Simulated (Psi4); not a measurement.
Job for Psi4: SAPT0/jun-cc-pV(D+d)Z on H2O2S (a complex), monomers drawn apart or pushed together.

```
memory 8100 MB

molecule dimer {
0 1
O     1.09761530    0.96675209    0.72807596
S     0.47023651    0.35730536   -0.41449356
O    -0.91787710   -0.00945617   -0.32984835
--
0 1
H    -0.90086476   -1.31120742    5.54869708
H    -0.70487494   -0.85174574    4.99706981
units angstrom
symmetry c1
no_reorient
no_com
}

set {
  basis jun-cc-pV(D+d)Z
  scf_type df
  freeze_core true
}

energy('sapt0')
```

The log:

```
[...]
==> Input File <==

--------------------------------------------------------------------------
memory 8100 MB

molecule dimer {
0 1
O     1.09761530    0.96675209    0.72807596
S     0.47023651    0.35730536   -0.41449356
O    -0.91787710   -0.00945617   -0.32984835
--
0 1
H    -0.90086476   -1.31120742    5.54869708
H    -0.70487494   -0.85174574    4.99706981
units angstrom
symmetry c1
no_reorient
no_com
}

set {
  basis jun-cc-pV(D+d)Z
  scf_type df
  freeze_core true
}

energy('sapt0')
--------------------------------------------------------------------------


   => Loading Basis Set <=

    Name: JUN-CC-PV(D+D)Z
    Role: ORBITAL
    Keyword: BASIS
    atoms 1, 3 entry O          line   256 file jun-cc-pv_dpd_z.gbs
    atoms 2    entry S          line   698 file jun-cc-pv_dpd_z.gbs
    atoms 4-5  entry H          line    60 file jun-cc-pv_dpd_z.gbs

   => Loading Basis Set <=

    Name: JUN-CC-PV(D+D)Z
    Role: ORBITAL
    Keyword: BASIS
    atoms 1, 3 entry O          line   256 file jun-cc-pv_dpd_z.gbs
    atoms 2    entry S          line   698 file jun-cc-pv_dpd_z.gbs
    atoms 4-5  entry H          line    60 file jun-cc-pv_dpd_z.gbs


  //>>>>>>>>>>>>>>>>>>>>>>>>>>>>>>>>>>>//
  //              Dimer HF             //
  //<<<<<<<<<<<<<<<<<<<<<<<<<<<<<<<<<<<//

   => Libint2 <=

    Primary   basis highest AM E, G, H:  7, 6, 3
    Auxiliary basis highest AM E, G, H:  7, 7, 4
    Onebody   basis highest AM E, G, H:  -, -, -
    Solid Harmonics ordering:            Gaussian


   => Loading Basis Set <=

    Name: JUN-CC-PV(D+D)Z
    Role: ORBITAL
    Keyword: BASIS
    atoms 1, 3 entry O          line   256 file jun-cc-pv_dpd_z.gbs
    atoms 2    entry S          line   698 file jun-cc-pv_dpd_z.gbs
    atoms 4-5  entry H          line    60 file jun-cc-pv_dpd_z.gbs


         ---------------------------------------------------------
                                   SCF
               by Justin Turney, Rob Parrish, Andy Simmonett
                          and Daniel G. A. Smith
                              RHF Reference
                        4 Threads,   7724 MiB Core
         ---------------------------------------------------------

  ==> Geometry <==

    Molecular point group: c1
    Full point group: C1

    Geometry (in Angstrom), charge = 0, multiplicity = 1:

       Center              X                  Y                   Z               Mass
    ------------   -----------------  -----------------  -----------------  -----------------
         O            1.097615300000     0.966752090000     0.728075960000    15.994914619570
         S            0.470236510000     0.357305360000    -0.414493560000    31.972071174400
         O           -0.917877100000    -0.009456170000    -0.329848350000    15.994914619570
         H           -0.900864760000    -1.311207420000     5.548697080000     1.007825032230
         H           -0.704874940000    -0.851745740000     4.997069810000     1.007825032230

  Running in c1 symmetry.

  Rotational constants: A =      0.27137  B =      0.21879  C =      0.12977 [cm^-1]
  Rotational constants: A =   8135.32940  B =   6559.15958  C =   3890.41437 [MHz]
  Nuclear repulsion =  114.463949874811362

  Charge       = 0
  Multiplicity = 1
  Electrons    = 34
  Nalpha       = 17
  Nbeta        = 17

  ==> Algorithm <==

  SCF Algorithm Type is DF.
  DIIS enabled.
  MOM disabled.
  Fractional occupation disabled.
  Guess Type is SAD.
  Energy threshold   = 1.00e-08
  Density threshold  = 1.00e-08
  Integral threshold = 1.00e-12

  ==> Primary Basis <==

  Basis Set: JUN-CC-PV(D+D)Z
    Blend: JUN-CC-PV(D+D)Z
    Number of shells: 33
    Number of basis functions: 73
    Number of Cartesian functions: 77
    Spherical Harmonics?: true
    Max angular momentum: 2

   => Loading Basis Set <=

    Name: (JUN-CC-PV(D+D)Z AUX)
    Role: JKFIT
    Keyword: DF_BASIS_SCF
    atoms 1, 3 entry O          line   258 file jun-cc-pvdz-jkfit.gbs
    atoms 2    entry S          line   666 file jun-cc-pvdz-jkfit.gbs
    atoms 4-5  entry H          line    70 file jun-cc-pvdz-jkfit.gbs

  ==> Integral Setup <==

  DFHelper Memory: AOs need 0.013 GiB; user supplied 5.658 GiB.
  SCF_SUBTYPE=INCORE selected. In-core MEM_DF algorithm will be used.
  Using in-core AOs.

  ==> MemDFJK: Density-Fitted J/K Matrices <==

    J tasked:                   Yes
    K tasked:                   Yes
    wK tasked:                   No
    OpenMP threads:               4
    Algorithm:                 Core
    Schwarz Cutoff:           1E-12
    Mask sparsity (%):      10.8838
    Fitting Condition:        1E-10

   => Auxiliary Basis Set <=

  Basis Set: (JUN-CC-PV(D+D)Z AUX)
    Blend: JUN-CC-PVDZ-JKFIT
    Number of shells: 111
    Number of basis functions: 325
    Number of Cartesian functions: 372
    Spherical Harmonics?: true
    Max angular momentum: 3

  Minimum eigenvalue in the overlap matrix is 5.2825347012E-03.
  Reciprocal condition number of the overlap matrix is 1.030093
[...]
A      4.394251    52A      4.492206
      53A      4.640953    54A      4.885056    55A      5.096278
      56A      5.494430    57A      5.523753    58A      5.558919
      59A      5.594011    60A      5.665247    61A      6.014896
      62A      6.956287    63A     11.053377    64A     11.090900
      65A     11.115713    66A     11.263962    67A     11.312382
      68A     20.325111    69A     20.642475    70A     21.266888
      71A     33.434216    72A     33.450902    73A    137.846552

    Final Occupation by Irrep:
              A
    DOCC [     1 ]
    NA   [     1 ]
    NB   [     1 ]

  @DF-RHF Final Energy:    -1.12873911260458

   => Energetics <=

    Nuclear Repulsion Energy =              0.7110839195756474
    One-Electron Energy =                  -2.4973103916274519
    Two-Electron Energy =                   0.6574873594472219
    Total Energy =                         -1.1287391126045825

Computation Completed


Properties will be evaluated at   0.000000,   0.000000,   0.000000 [a0]

Properties computed using the SCF density matrix


 Multipole Moments:

 ------------------------------------------------------------------------------------
     Multipole            Electronic (a.u.)      Nuclear  (a.u.)        Total (a.u.)
 ------------------------------------------------------------------------------------

 L = 1.  Multiply by 2.5417464519 to convert [e a0] to [Debye]
 Dipole X            :          3.0343805           -3.0344083           -0.0000278
 Dipole Y            :          4.0874545           -4.0873891            0.0000654
 Dipole Z            :        -19.9283140           19.9286112            0.0002972
 Magnitude           :                                                    0.0003055

 ------------------------------------------------------------------------------------

  Constructing Basis Sets for SAPT...

   => Loading Basis Set <=

    Name: (JUN-CC-PV(D+D)Z AUX)
    Role: RIFIT
    Keyword: DF_BASIS_SAPT
    atoms 1, 3 entry O          line   188 file jun-cc-pvdz-ri.gbs
    atoms 2    entry S          line   488 file jun-cc-pvdz-ri.gbs
    atoms 4-5  entry H          line    30 file jun-cc-pvdz-ri.gbs

   => Loading Basis Set <=

    Name: (JUN-CC-PV(D+D)Z AUX)
    Role: JKFIT
    Keyword: DF_BASIS_ELST
    atoms 1, 3 entry O          line   258 file jun-cc-pvdz-jkfit.gbs
    atoms 2    entry S          line   666 file jun-cc-pvdz-jkfit.gbs
    atoms 4-5  entry H          line    70 file jun-cc-pvdz-jkfit.gbs


  //>>>>>>>>>>>>>>>>>>>>>>>>>>>>>>>>>>>//
  //               SAPT0               //
  //<<<<<<<<<<<<<<<<<<<<<<<<<<<<<<<<<<<//



        SAPT0
    Ed Hohenstein
     6 June 2009

      Orbital Information
  --------------------------
    NSO        =        73
    NMO        =        73
    NRI        =       243
    NRI (Elst) =       325
    NOCC A     =        16
    NOCC B     =         1
    FOCC A     =         7
    FOCC B     =         0
    NVIR A     =        57
    NVIR B     =        72

    Elst10,r            =    -0.000050397063 [Eh]
    Exch10              =     0.000000419703 [Eh]
    Exch10 (S^2)        =     0.000000419703 [Eh]

    Maxiter = 50
    CPHF R converge = 1.000000E-08

    Iter     Energy [mEh]          dE [mEh]         Residual      Time [s]
       1      -0.00008705       0.000087051     1.096942e-04             0
       2      -0.00008504      -0.000002007     3.007281e-05             0
       3      -0.00009590       0.000010854     1.432916e-05             0
       4      -0.00009708       0.000001179     6.907398e-06             0
       5      -0.00009674      -0.000000342     5.112181e-06             0
       6      -0.00009637      -0.000000364     9.024803e-07             0
       7      -0.00009652       0.000000152     2.478579e-07             0
       8      -0.00009651      -0.000000017     1.039110e-07             0
       9      -0.00009650      -0.000000004     2.372513e-08             0
      10      -0.00009651       0.000000002     7.400212e-09             0

    CHF Iterations converged

    Maxiter = 50
    CPHF R converge = 1.000000E-08

    Iter     Energy [mEh]          dE [mEh]         Residual      Time [s]
       1      -0.00194020       0.001940197     2.210214e-04             0
       2      -0.00256581       0.000625615     2.164320e-05             0
       3      -0.00255451      -0.000011304     7.041161e-07             0
       4      -0.00255455       0.000000047     2.074035e-08             0
       5      -0.00255455      -0.000000001     1.826089e-09             0

    CHF Iterations converged

    Ind20,r (A<-B)      =    -0.000000096506 [Eh]
    Ind20,r (B<-A)      =    -0.000002554554 [Eh]
    Ind20,r             =    -0.000002651060 [Eh]
    Exch-Ind20,r (A<-B) =     0.000000007641 [Eh]
    Exch-Ind20,r (B<-A) =     0.000000018276 [Eh]
    Exch-Ind20,r        =     0.000000025917 [Eh]
    Disp20              =    -0.000024971555 [Eh]
    Disp20 (SS)         =    -0.000012485777 [Eh]
    Disp20 (OS)         =    -0.000012485777 [Eh]
    Exch-Disp20         =     0.000000033141 [Eh]
    Exch-Disp20 (SS)    =     0.000000024959 [Eh]
    Exch-Disp20 (OS)    =     0.000000008182 [Eh]

    SAPT Results
  --------------------------------------------------------------------------------------------------------
    Electrostatics                 -0.05039706 [mEh]      -0.03162463 [kcal/mol]      -0.13231747 [kJ/mol]
      Elst10,r                     -0.05039706 [mEh]      -0.03162463 [kcal/mol]      -0.13231747 [kJ/mol]

    Exchange                        0.00041970 [mEh]       0.00026337 [kcal/mol]       0.00110193 [kJ/mol]
      Exch10                        0.00041970 [mEh]       0.00026337 [kcal/mol]       0.00110193 [kJ/mol]
      Exch10(S^2)                   0.00041970 [mEh]       0.00026337 [kcal/mol]       0.00110193 [kJ/mol]

    Induction                      -0.00265997 [mEh]      -0.00166916 [kcal/mol]      -0.00698376 [kJ/mol]
      Ind20,r                      -0.00265106 [mEh]      -0.00166357 [kcal/mol]      -0.00696036 [kJ/mol]
      Exch-Ind20,r                  0.00002592 [mEh]       0.00001626 [kcal/mol]       0.00006804 [kJ/mol]
      delta HF,r (2)               -0.00003483 [mEh]      -0.00002186 [kcal/mol]      -0.00009145 [kJ/mol]

    Dispersion                     -0.02493841 [mEh]      -0.01564909 [kcal/mol]      -0.06547580 [kJ/mol]
      Disp20                       -0.02497155 [mEh]      -0.01566989 [kcal/mol]      -0.06556281 [kJ/mol]
      Exch-Disp20                   0.00003314 [mEh]       0.00002080 [kcal/mol]       0.00008701 [kJ/mol]
      Disp20 (SS)                  -0.01248578 [mEh]      -0.00783494 [kcal/mol]      -0.03278140 [kJ/mol]
      Disp20 (OS)                  -0.01248578 [mEh]      -0.00783494 [kcal/mol]      -0.03278140 [kJ/mol]
      Exch-Disp20 (SS)              0.00002496 [mEh]       0.00001566 [kcal/mol]       0.00006553 [kJ/mol]
      Exch-Disp20 (OS)              0.00000818 [mEh]       0.00000513 [kcal/mol]       0.00002148 [kJ/mol]

  Total HF                         -0.05263733 [mEh]      -0.03303043 [kcal/mol]      -0.13819930 [kJ/mol]
  Total SAPT0                      -0.07757575 [mEh]      -0.04867952 [kcal/mol]      -0.20367510 [kJ/mol]

  Special recipe for scaled SAPT0 (see Manual):
    Electrostatics sSAPT0          -0.05039706 [mEh]      -0.03162463 [kcal/mol]      -0.13231747 [kJ/mol]
    Exchange sSAPT0                 0.00041970 [mEh]       0.00026337 [kcal/mol]       0.00110193 [kJ/mol]
    Induction sSAPT0               -0.00265997 [mEh]      -0.00166916 [kcal/mol]      -0.00698376 [kJ/mol]
    Dispersion sSAPT0              -0.02493841 [mEh]      -0.01564909 [kcal/mol]      -0.06547580 [kJ/mol]
  Total sSAPT0                     -0.07757575 [mEh]      -0.04867952 [kcal/mol]      -0.20367510 [kJ/mol]
  --------------------------------------------------------------------------------------------------------



*** Psi4 exiting successfully. Buy a developer a beer!
```

The run finished.

Cost: roughly 13 core-seconds.
